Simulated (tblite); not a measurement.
C5H11BN (doublet state).
Atom-mapped SMILES: `[CH3:1][C@H:2]1[CH2:3][CH:4][B:5]([NH2:6])[CH2:7]1` (hydrogens: H8, H9, H10 on C1; H11 on C2; H12, H13 on C3; H14 on C4; H15, H16 on N6; H17, H18 on C7)

Computed with GFN2-xTB (tblite), gas phase: L-BFGS steps from a force-field or distance-geometry start until the largest atomic force falls under 0.01 eV/Å.

Step 50: E = -555.9144 eV
```
atom  x, y, z in Å  |  force x, y, z in eV/Å
C1     -2.0490   -1.0997   -0.2480    0.017  -0.010   0.001
C2     -0.7357   -0.3882   -0.5408   -0.008   0.098   0.004
C3     -0.8125    1.1199   -0.2446   -0.018   0.082  -0.002
C4      0.5903    1.5682   -0.0560   -0.023  -0.015   0.045
B5      1.4614    0.3641    0.2397   -0.012  -0.022  -0.002
N6      2.8483    0.3456    0.4061    0.019  -0.008   0.018
C7      0.4640   -0.8913    0.2783    0.014   0.013  -0.030
H8     -2.3304   -0.9669    0.7949   -0.008   0.005   0.019
H9     -1.9643   -2.1653   -0.4430    0.021  -0.052  -0.025
H10    -2.8439   -0.6999   -0.8750   -0.028  -0.003   0.017
H11    -0.4970   -0.5027   -1.6047   -0.017  -0.038   0.023
H12    -1.3746    1.2696    0.6908    0.023   0.021  -0.047
H13    -1.3469    1.6769   -1.0204    0.001   0.008  -0.004
H14     0.8093    2.6270   -0.0899   -0.015  -0.065  -0.014
H15     3.3791   -0.4870    0.5936   -0.019  -0.008   0.000
H16     3.4218    1.1677    0.3269   -0.022  -0.010   0.016
H17     0.1260   -1.1018    1.2974    0.049   0.020  -0.011
H18     0.8455   -1.8295   -0.1237    0.028  -0.014  -0.006
```

Step 51: E = -555.9155 eV
```
atom  x, y, z in Å  |  force x, y, z in eV/Å
C1     -2.0494   -1.1003   -0.2430   -0.003  -0.010  -0.014
C2     -0.7377   -0.3866   -0.5400   -0.010   0.050   0.007
C3     -0.8120    1.1214   -0.2453   -0.026   0.055  -0.011
C4      0.5919    1.5665   -0.0621   -0.015   0.023   0.056
B5      1.4620    0.3623    0.2368    0.013  -0.003  -0.017
N6      2.8481    0.3451    0.4113    0.022   0.017   0.017
C7      0.4658   -0.8926    0.2717    0.011   0.010  -0.020
H8     -2.3333   -0.9701    0.8000    0.022   0.001   0.004
H9     -1.9671   -2.1654   -0.4440    0.036  -0.037  -0.004
H10    -2.8447   -0.6998   -0.8685   -0.048   0.011   0.007
H11    -0.5039   -0.5007   -1.6052   -0.021  -0.040   0.027
H12    -1.3714    1.2755    0.6907    0.017   0.016  -0.037
H13    -1.3478    1.6758   -1.0218   -0.001   0.022  -0.007
H14     0.8090    2.6261   -0.0979   -0.001  -0.080  -0.012
H15     3.3807   -0.4845    0.6060   -0.025  -0.023  -0.003
H16     3.4204    1.1689    0.3368   -0.030  -0.014   0.015
H17     0.1343   -1.1059    1.2920    0.036   0.008  -0.007
H18     0.8463   -1.8291   -0.1358    0.021  -0.006   0.000
```

Step 52: E = -555.9164 eV
```
atom  x, y, z in Å  |  force x, y, z in eV/Å
C1     -2.0499   -1.1007   -0.2396   -0.021  -0.007  -0.020
C2     -0.7395   -0.3846   -0.5393   -0.014  -0.009   0.006
C3     -0.8117    1.1234   -0.2462   -0.022   0.012  -0.017
C4      0.5929    1.5651   -0.0660   -0.004   0.030   0.049
B5      1.4629    0.3607    0.2336    0.015   0.012  -0.019
N6      2.8479    0.3448    0.4165    0.026   0.013   0.015
C7      0.4676   -0.8932    0.2660    0.004   0.004  -0.010
H8     -2.3351   -0.9723    0.8038    0.043  -0.006  -0.009
H9     -1.9688   -2.1660   -0.4450    0.044  -0.010   0.013
H10    -2.8463   -0.6995   -0.8633   -0.050   0.014   0.004
H11    -0.5096   -0.5005   -1.6051   -0.021  -0.031   0.021
H12    -1.3673    1.2806    0.6904   -0.003   0.014  -0.015
H13    -1.3495    1.6749   -1.0228    0.002   0.038  -0.013
H14     0.8092    2.6240   -0.1051    0.017  -0.056  -0.008
H15     3.3824   -0.4832    0.6133   -0.035  -0.020  -0.005
H16     3.4178    1.1705    0.3475   -0.019  -0.003   0.013
H17     0.1413   -1.1083    1.2875    0.026   0.000  -0.004
H18     0.8470   -1.8292   -0.1447    0.011   0.004   0.000
```

Step 53: E = -555.9170 eV
```
atom  x, y, z in Å  |  force x, y, z in eV/Å
C1     -2.0509   -1.1010   -0.2377   -0.026  -0.004  -0.017
C2     -0.7411   -0.3835   -0.5390   -0.015  -0.043   0.000
C3     -0.8117    1.1247   -0.2470   -0.012  -0.018  -0.017
C4      0.5935    1.5639   -0.0673    0.004   0.031   0.024
B5      1.4641    0.3595    0.2302    0.023   0.021  -0.005
N6      2.8484    0.3451    0.4214   -0.002   0.027   0.003
C7      0.4689   -0.8937    0.2614   -0.003  -0.001  -0.003
H8     -2.3355   -0.9737    0.8062    0.050  -0.011  -0.014
H9     -1.9697   -2.1665   -0.4454    0.043   0.012   0.020
H10    -2.8488   -0.6988   -0.8595   -0.041   0.008   0.007
H11    -0.5143   -0.5013   -1.6050   -0.018  -0.021   0.009
H12    -1.3638    1.2835    0.6905   -0.023   0.012   0.002
H13    -1.3513    1.6750   -1.0229    0.009   0.046  -0.015
H14     0.8105    2.6217   -0.1129    0.028  -0.033  -0.001
H15     3.3839   -0.4826    0.6152   -0.029  -0.025  -0.002
H16     3.4154    1.1733    0.3595   -0.012  -0.007   0.012
H17     0.1468   -1.1089    1.2841    0.019  -0.004   0.002
H18     0.8469   -1.8300   -0.1502    0.004   0.010  -0.005
```

**Question.** Estimate the geometry and energy of step 54. (The exact step hangs on the optimiser's Hessian estimate; all steps are aligned on step 53, rigid shifts and turns removed.)

**Answer.** E = -555.9175 eV, largest force 0.050 eV/Å
```
atom  x, y, z in Å  |  force x, y, z in eV/Å
C1     -2.0520   -1.1013   -0.2367   -0.021   0.001  -0.010
C2     -0.7425   -0.3832   -0.5387   -0.013  -0.048  -0.006
C3     -0.8121    1.1256   -0.2479    0.002  -0.032  -0.011
C4      0.5935    1.5635   -0.0673    0.005  -0.002  -0.001
B5      1.4653    0.3592    0.2275   -0.004   0.015   0.007
N6      2.8485    0.3456    0.4249   -0.003  -0.006   0.002
C7      0.4700   -0.8940    0.2580   -0.008  -0.003   0.003
H8     -2.3348   -0.9749    0.8078    0.046  -0.014  -0.010
H9     -1.9692   -2.1667   -0.4453    0.035   0.023   0.020
H10    -2.8516   -0.6983   -0.8566   -0.026  -0.001   0.011
H11    -0.5180   -0.5025   -1.6046   -0.013  -0.012  -0.007
H12    -1.3620    1.2863    0.6900   -0.037   0.007   0.012
H13    -1.3522    1.6759   -1.0233    0.016   0.043  -0.015
H14     0.8118    2.6195   -0.1179    0.036   0.012   0.003
H15     3.3842   -0.4828    0.6178   -0.038  -0.004  -0.006
H16     3.4137    1.1746    0.3668    0.009   0.009   0.011
H17     0.1513   -1.1098    1.2816    0.015  -0.005   0.006
H18     0.8473   -1.8304   -0.1545   -0.001   0.016  -0.008
```

The energy changes by -0.0005 eV. The first-order estimate −F·Δx gives -0.0007 eV and the mean of the old and new forces, exact on a quadratic surface, -0.0005 eV. The step makes an angle of 72° with the force vector and moves no atom by more than 0.008 Å.

The cost below is that of the whole relaxation. The run took 0.56 s wall on AMD EPYC 7R43, one thread, no GPU (shared host).
